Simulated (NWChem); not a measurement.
System: C$_{2}$H$_{7}$S cation; SMILES C[SH+]C

Here is an NWChem input.

```
start job
memory heap 200 mb stack 900 mb global 1100 mb
charge 1
geometry units angstroms noautoz
  C      0.543374     0.003381     1.436876
  S     -0.572183     0.045408     0.000000
  C      0.543374     0.003381    -1.436876
  H      1.282623    -0.813176     1.342752
  H     -0.096333    -0.126314     2.331196
  H      1.035242     0.994248     1.476077
  H     -0.977282    -1.265054     0.000000
  H      1.282623    -0.813176    -1.342752
  H     -0.096333    -0.126314    -2.331196
  H      1.035242     0.994248    -1.476077
end
basis spherical
  * library 6-31g*
end
dft
  xc bhlyp
  iterations 150
end
tddft
  nroots 8
  notriplet
end
task tddft energy
```

Parts of the log:

```
             Northwest Computational Chemistry Package (NWChem) 7.3.0
             --------------------------------------------------------

 CS  symmetry detected

                             Geometry "geometry" -> ""
                             -------------------------

 Output coordinates in angstroms (scale by  1.889725989 to convert to a.u.)

  No.       Tag          Charge          X              Y              Z
 ---- ---------------- ---------- -------------- -------------- --------------
    1 C                    6.0000     0.51982036     0.00167762    -1.43687600
    2 S                   16.0000    -0.59436324     0.07116577     0.00000000
    3 C                    6.0000     0.51982036     0.00167762     1.43687600
    4 H                    1.0000     1.23873500    -0.83283790    -1.34275200
    5 H                    1.0000    -0.12288673    -0.11222336    -2.33119600
    6 H                    1.0000     1.03594220     0.98013037    -1.47607700
    7 H                    1.0000    -1.03161337    -1.22892199     0.00000000
    8 H                    1.0000     1.23873500    -0.83283790     1.34275200
    9 H                    1.0000    -0.12288673    -0.11222336     2.33119600
   10 H                    1.0000     1.03594220     0.98013037     1.47607700

 Effective nuclear repulsion energy (a.u.)     119.5802488565

      Symmetry information
      --------------------

 Group name             Cs
 Group number              2
 Group order               2
 No. of unique centers     6

                                 NWChem DFT Module
                                 -----------------

 Summary of "ao basis" -> "ao basis" (spherical)
 ------------------------------------------------------------------------------
       Tag                 Description            Shells   Functions and Types
 ---------------- ------------------------------  ------  ---------------------
 C                           6-31g*                  6       14   3s2p1d
 S                           6-31g*                  8       18   4s3p1d
 H                           6-31g*                  2        2   2s

      Symmetry analysis of basis
      --------------------------

        a'         35
        a"         25

            General Information
            -------------------
          SCF calculation type: DFT
          Wavefunction type:  closed shell.
          No. of atoms     :    10
          No. of electrons :    34
           Alpha electrons :    17
            Beta electrons :    17
          Charge           :     1
          Spin multiplicity:     1
          Use of symmetry is: off; symmetry adaption is: on
          Maximum number of iterations: 150
          AO basis - number of functions:    60
                     number of shells:    34
          Convergence on energy requested:  1.00D-06
          Convergence on density requested:  1.00D-05
          Convergence on gradient requested:  5.00D-04

              XC Information
              --------------
                        BHLYP Method XC Functional
                     Hartree-Fock (Exact) Exchange  0.500
                        Slater Exchange Functional  0.500 local
                    Becke 1988 Exchange Functional  0.500 non-local
              Lee-Yang-Parr Correlation Functional  1.000

             Grid Information
             ----------------
          Grid used for XC integration:  medium
          Radial quadrature: Mura-Knowles
          Angular quadrature: Lebedev.
          Tag              B.-S. Rad. Rad. Pts. Rad. Cut. Ang. Pts.
          ---              ---------- --------- --------- ---------
          C                   0.70       49          10.0       434
          S                   1.00       88           8.0       590
          H                   0.35       45          11.0       434
          Grid pruning is: on
          Number of quadrature shells:   501
          Spatial weights used:  Erf1

      Superposition of Atomic Density Guess
      -------------------------------------

 Sum of atomic energies:        -476.26381702

 Renormalizing density from      35.00 to     34

      Non-variational initial energy
      ------------------------------

 Total energy =    -469.036217
 1-e energy   =    -865.646337
 2-e energy   =     277.029871
 HOMO         =      -0.683622
 LUMO         =      -0.254458

      Symmetry analysis of molecular orbitals - initial
      -------------------------------------------------

  Numbering of irreducible representations:

     1 a'          2 a"

  Orbital symmetries:

     1 a'          2 a'          3 a"          4 a'          5 a"
     6 a'          7 a'          8 a'          9 a"         10 a'
    11 a'         12 a'         13 a"         14 a"         15 a'
    16 a"         17 a'         18 a"         19 a'         20 a'
    21 a'         22 a'         23 a'         24 a"         25 a"
    26 a"         27 a'

 !! scf_movecs_sym_adapt:    6 vectors were symmetry contaminated

  Symmetry fudging

   convergence    iter        energy       DeltaE   RMS-Dens  Diis-err
 ---------------- ----- ----------------- --------- --------- ---------
 d= 0,ls=0.0,diis     1   -478.1813747261 -5.98D+02  1.53D-02  6.20D-01

 !! scf_movecs_sym_adapt:    4 vectors were symmetry contaminated

  Symmetry fudging
 d= 0,ls=0.0,diis     2   -478.2318152809 -5.04D-02  6.38D-03  1.26D-01

 !! scf_movecs_sym_adapt:    6 vectors were symmetry contaminated

  Symmetry fudging
 d= 0,ls=0.0,diis     3   -478.2497147039 -1.79D-02  1.15D-03  5.78D-03
 d= 0,ls=0.0,diis     4   -478.2506111861 -8.96D-04  1.52D-04  6.30D-05
 d= 0,ls=0.0,diis     5   -478.2506206833 -9.50D-06  5.11D-05  1.27D-05
  Resetting Diis
 d= 0,ls=0.0,diis     6   -478.2506224195 -1.74D-06  1.10D-05  6.26D-07
 d= 0,ls=0.0,diis     7   -478.2506225129 -9.35D-08  2.30D-06  9.58D-09

         Total DFT energy =     -478.250622512942
      One electron energy =     -885.036910991190
           Coulomb energy =      326.001090439610
    Exchange-Corr. energy =      -38.795050817886
 Nuclear repulsion energy =      119.580248856524

 Numeric. integr. density =       33.999999884680

                  Occupations of the irreducible representations
                  ----------------------------------------------

                     irrep           alpha         beta
                     --------     --------     --------
                     a'               11.0         11.0
                     a"                6.0          6.0

                       DFT Final Molecular Orbital Analysis
                       ------------------------------------

[...]

                                NWChem TDDFT Module
                                -------------------

            General Information
            -------------------
           No. of orbitals :     120
            Alpha orbitals :      60
             Beta orbitals :      60
        Alpha frozen cores :       0
         Beta frozen cores :       0
     Alpha frozen virtuals :       0
      Beta frozen virtuals :       0
         Spin multiplicity :       1
    Number of AO functions :      60
        Use of symmetry is : off
      Symmetry adaption is : on
         Schwarz screening :  0.10D-07

              XC Information
              --------------
                 BHLYP Method XC Functional
              Hartree-Fock (Exact) Exchange   0.50
                 Slater Exchange Functional   0.50 local
             Becke 1988 Exchange Functional   0.50 non-local
       Lee-Yang-Parr Correlation Functional   1.00

             TDDFT Information
             -----------------
          Calculation type : TDDFT
         Wavefunction type : Restricted singlets
          No. of electrons :      34
           Alpha electrons :      17
            Beta electrons :      17
              No. of roots :       8
          Max subspacesize :    5600
            Max iterations :     100
               Target root :       1
           Target symmetry : none
      Symmetry restriction : off
                 Algorithm : Optimal
        Davidson threshold :  0.10D-03

    8 smallest eigenvalue differences (eV)
--------------------------------------------------------
  No. Spin  Occ  Vir  Irrep   E(Occ)    E(Vir)   E(Diff)
--------------------------------------------------------
    1    1   17   18 a'       -0.601    -0.161    11.967
    2    1   17   19 a"       -0.601    -0.147    12.339
    3    1   16   18 a"       -0.659    -0.161    13.563
    4    1   17   20 a'       -0.601    -0.098    13.670
    5    1   15   18 a'       -0.671    -0.161    13.888
    6    1   16   19 a'       -0.659    -0.147    13.935
    7    1   15   19 a"       -0.671    -0.147    14.260
    8    1   14   18 a"       -0.696    -0.161    14.549
--------------------------------------------------------

  Entering Davidson iterations
  Restricted singlet excited states

  Iter   NTrls   NConv    DeltaV     DeltaE      Time
  ----  ------  ------  ---------  ---------  ---------
    1      8       0     0.22E+00   0.10+100        5.1
    2     24       0     0.49E-01   0.18E-01        8.5
    3     40       0     0.24E-01   0.32E-02        9.7
    4     56       0     0.15E-01   0.14E-02        8.4
    5     72       0     0.97E-02   0.71E-03        8.3
    6     88       1     0.27E-02   0.84E-04        8.3
    7    102       4     0.53E-03   0.39E-05        8.3
    8    110       7     0.14E-03   0.11E-06        5.6
    9    112       8     0.96E-04   0.58E-08        2.9
  ----  ------  ------  ---------  ---------  ---------
  Convergence criterion met

  Ground state a'       -478.250622512942 a.u.

  ----------------------------------------------------------------------------
  Root   1 singlet a'             0.311592100 a.u.                8.4789 eV
  ----------------------------------------------------------------------------
     Transition Moments    X  0.45001   Y  0.26354   Z -0.00000
     Dipole Oscillator Strength                    0.0564934474
     Electric Quadrupole                           0.0000003011
     Magnetic Dipole                               0.0000025882
     Total Oscillator Strength                     0.0564963367

     Occ.   12  a'  ---  Virt.   18  a'   0.07958 X
     Occ.   13  a"  ---  Virt.   19  a"  -0.05869 X
     Occ.   15  a'  ---  Virt.   18  a'   0.10367 X
     Occ.   16  a"  ---  Virt.   19  a"  -0.09386 X
     Occ.   17  a'  ---  Virt.   18  a'   0.97709 X
  ----------------------------------------------------------------------------
  Root   2 singlet a"             0.324760253 a.u.                8.8372 eV
  ----------------------------------------------------------------------------
     Transition Moments    X -0.00000   Y -0.00000   Z -0.67188
     Dipole Oscillator Strength                    0.0977370563
     Electric Quadrupole                           0.0000000056
     Magnetic Dipole                               0.0000026643
     Total Oscillator Strength                     0.0977397262

     Occ.   11  a'  ---  Virt.   19  a"   0.06250 X
     Occ.   15  a'  ---  Virt.   19  a"   0.05997 X
     Occ.   16  a"  ---  Virt.   18  a'   0.17726 X
     Occ.   16  a"  ---  Virt.   20  a'   0.11307 X
     Occ.   17  a'  ---  Virt.   19  a"  -0.96521 X
  ----------------------------------------------------------------------------
  Root   3 singlet a'             0.371906349 a.u.               10.1201 eV
  ----------------------------------------------------------------------------
     Transition Moments    X -0.24071   Y  0.17336   Z  0.00000
     Dipole Oscillator Strength                    0.0218172849
     Electric Quadrupole                           0.0000004167
     Magnetic Dipole                               0.0000003714
     Total Oscillator Strength                     0.0218180730

     Occ.   12  a'  ---  Virt.   18  a'   0.05373 X
     Occ.   14  a"  ---  Virt.   19  a"   0.11684 X
     Occ.   16  a"  ---  Virt.   19  a"   0.20684 X
     Occ.   17  a'  ---  Virt.   18  a'   0.05786 X
     Occ.   17  a'  ---  Virt.   20  a'  -0.96071 X
  ----------------------------------------------------------------------------
  Root   4 singlet a"             0.374882096 a.u.               10.2011 eV
  ----------------------------------------------------------------------------
     Transition Moments    X -0.00000   Y  0.00000   Z -0.45226
     Dipole Oscillator Strength                    0.0511181654
     Electric Quadrupole                           0.0000000274
     Magnetic Dipole                               0.0000009721
     Total Oscillator Strength                     0.0511191649

     Occ.   11  a'  ---  Virt.   19  a"   0.05132 X
     Occ.   13  a"  ---  Virt.   18  a'  -0.16456 X
     Occ.   13  a"  ---  Virt.   20  a'   0.05574 X
     Occ.   14  a"  ---  Virt.   18  a'   0.05823 X
     Occ.   14  a"  ---  Virt.   20  a'   0.09589 X
     Occ.   15  a'  ---  Virt.   19  a"   0.49313 X
     Occ.   16  a"  ---  Virt.   18  a'  -0.82152 X
     Occ.   16  a"  ---  Virt.   20  a'  -0.09045 X
     Occ.   17  a'  ---  Virt.   19  a"  -0.12761 X
  ----------------------------------------------------------------------------
  Root   5 singlet a'             0.391261997 a.u.               10.6468 eV
  ----------------------------------------------------------------------------
     Transition Moments    X -0.33412   Y -0.06851   Z -0.00000
     Dipole Oscillator Strength                    0.0303429048
     Electric Quadrupole                           0.0000007966
     Magnetic Dipole                               0.0000001288
     Total Oscillator Strength                     0.0303438302

     Occ.   12  a'  ---  Virt.   20  a'  -0.06865 X
     Occ.   12  a'  ---  Virt.   22  a'  -0.05785 X
     Occ.   13  a"  ---  Virt.   19  a"   0.11095 X
     Occ.   14  a"  ---  Virt.   19  a"   0.17408 X
     Occ.   15  a'  ---  Virt.   18  a'   0.31490 X
     Occ.   15  a'  ---  Virt.   20  a'   0.19436 X
     Occ.   16  a"  ---  Virt.   19  a"  -0.87290 X
     Occ.   17  a'  ---  Virt.   18  a'  -0.08423 X
     Occ.   17  a'  ---  Virt.   20  a'  -0.16351 X
  ----------------------------------------------------------------------------
  Root   6 singlet a"             0.398894150 a.u.               10.8545 eV
  ----------------------------------------------------------------------------
     Transition Moments    X  0.00000   Y -0.00000   Z -0.73008
     Dipole Oscillator Strength                    0.1417457178
     Electric Quadrupole                           0.0000001914
     Magnetic Dipole                               0.0000006548
     Total Oscillator Strength                     0.1417465640

     Occ.   13  a"  ---  Virt.   18  a'  -0.11714 X
     Occ.   14  a"  ---  Virt.   18  a'  -0.28850 X
     Occ.   14  a"  ---  Virt.   20  a'  -0.15464 X
     Occ.   15  a'  ---  Virt.   19  a"  -0.75208 X
     Occ.   15  a'  ---  Virt.   25  a"  -0.05574 X
     Occ.   16  a"  ---  Virt.   18  a'  -0.47535 X
     Occ.   16  a"  ---  Virt.   20  a'   0.23052 X
     Occ.   17  a'  ---  Virt.   19  a"  -0.12003 X
  ----------------------------------------------------------------------------
  Root   7 singlet a'             0.399693983 a.u.               10.8762 eV
  ----------------------------------------------------------------------------
     Transition Moments    X  0.15425   Y -0.14824   Z  0.00000
     Dipole Oscillator Strength                    0.0121952133
     Electric Quadrupole                           0.0000009346
     Magnetic Dipole                               0.0000007112
     Total Oscillator Strength                     0.0121968591

[...]
```

Level: BHandHLYP/6-31G* (spherical d), full TDDFT. The geometry was optimised at PBE-D3(BJ)/def2-SVP.
